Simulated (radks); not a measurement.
Values are calculated unless marked as measured or tabulated.
How relativity changes the ionisation of the lead ion Pb5+ ([Xe] 4f14 5d9) to Pb6+ ([Xe] 4f14 5d8). Spin-unpolarised spherical Kohn-Sham, PBE, point nucleus unless stated (finite: rms radius 5.5012 fm), a radial shooting solver on a logarithmic mesh with Libxc functionals. A level marked "c x" has the speed of light scaled by that factor and shares open shells by 2j + 1; other Dirac levels either fill j = l - 1/2 first or share by 2j + 1.

level                               E(Pb5+) (hartree)  E(Pb6+) (hartree)  IE (eV)   HOMO  <r> HOMO (bohr)
non-rel.                                  -19521.9270        -19518.6856   88.204     5d            1.213
scalar-rel.                               -20875.8474        -20872.6652   86.594     5d            1.224
scalar-rel., finite nucleus               -20870.0002        -20866.8178   86.597     5d            1.224
Dirac, 2j+1 shares                        -20922.4949        -20919.3145   86.543  5d5/2            1.240
Dirac, low j first                        -20922.5374        -20919.4046   85.250  5d5/2            1.240
Dirac, 2j+1 shares, finite nucleus        -20916.5715        -20913.3909   86.546  5d5/2            1.240
Dirac, c x 0.75                           -22617.5390        -22614.4071   85.226  5d5/2            1.266
Dirac, c x 1.5                            -20076.5624        -20073.3479   87.471  5d5/2            1.224
Dirac, c x 2                              -19823.0321        -19819.8058   87.793  5d5/2            1.219

NIST Atomic Spectra Database: 83 eV (theoretical). The relativistic part of the total energy of Pb5+ is -1395 hartree (Dirac, 2j+1 shares, finite nucleus), 7.1 % of the non-relativistic value. Spin polarisation and multiplet splitting of open shells are left out at every level.

Beside tabulated values, note that relativity, absent from the non-relativistic runs, is large for the heavy elements, and spin-unpolarised runs miss the spin-polarisation part of the exchange energy of open shells, and scalar-relativistic runs lack spin-orbit coupling.
